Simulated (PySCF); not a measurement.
A calculated (B3LYP, PySCF 2.14, aug-cc-pVDZ-DK, the spin-free X2C one-electron Hamiltonian (Gaussian nucleus)) atom or ion has these occupied shells.

| shell | electrons | orbital energy (eV) | rms radius, mean of both spins (bohr) |
| --- | --- | --- | --- |
| 1s | 2 | -111.27 | 0.488 |
| 2s | 2 | -6.353 | 2.87 |

Q: Name the element and its charge.

A: Be (beryllium, neutral), in [He] 2s2, closed-shell 1S.
